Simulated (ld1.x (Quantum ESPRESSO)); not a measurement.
# Ranking TM potentials for Li (Z = 3)

All share these settings but for the change named:

lithium, norm-conserving Troullier–Martins (Kleinman–Bylander form), made with ld1.x (Quantum ESPRESSO) 7.5 (PBE, non-relativistic). Core none, reference 1s2 2s0.5 2p0 (charge +0.5). Waves: 2p (bound, empty): rc 4.20 bohr; 3d channel at 0.35 Ry: rc 3.85 bohr; 1s (bound): rc 0.50 bohr. Local part: the s channel. Core correction: none.

Occupied shells without a wave of their own: 2s. They enter only through the test configuration that unscreens the potential.

Test errors are all-electron minus pseudo excitation energies from the reference, over 1s2 2s1 2p0; 1s2 2s0 2p0; 1s2 2s0 2p1; 1s1 2s1 2p0. None of these files shows a bound ghost.

The base gives 25.2 meV.

Of 8 variants that were run, those that failed, showed a ghost or another fault, or gave nearly equal values are left out.

(1) Rank these variants by their largest absolute test error, smallest first.
A. all radii scaled by about 1.11 (s 0.56, p 4.66, d 4.28 bohr)
B. all radii scaled by about 0.76 (s 0.38, p 3.20, d 2.94 bohr)
C. all radii scaled by about 1.26 (s 0.64, p 5.30, d 4.86 bohr)

Results:

(1) B (8.0 meV), A (41.2 meV), C (65.6 meV).
